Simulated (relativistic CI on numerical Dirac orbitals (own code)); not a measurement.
**The 4d ions of charge 6+**

Method of calculation: Dirac-Coulomb-Breit CI, orbitals from a KLI potential per configuration, a model potential for QED, unscaled Slater integrals (own radial code, finite nucleus).

Each species is treated in one configuration, given outside its closed core, with all valence electrons in the open shell. Radial values are for the open shell of highest l, unscaled and averaged over j; ζ includes the Breit term. Labels give the leading LS character, summed over repeated terms.

```
 Ion  Configuration  Its lowest level  LS weight (%)  ζ (cm⁻¹)  ⟨r⟩ (bohr)  ⟨r²⟩ (bohr²)    g_J  g√(J(J+1))
Tc6+             4d             ²D3/2            100      1308       1.326         2.017  0.799        1.55
Ru6+            4d²               ³F2             98      1544       1.268         1.848  0.672        1.65
Rh6+            4d³             ⁴F3/2             98      1808       1.215           1.7  0.406        0.79
Pd6+            4d⁴               ⁵D0             96      2101       1.166         1.569               0.00
Ag6+            4d⁵             ⁶S5/2             98      2425       1.122         1.453  1.995        5.90
Cd6+            4d⁶               ⁵D4             97      2782       1.081         1.351  1.492        6.67
```
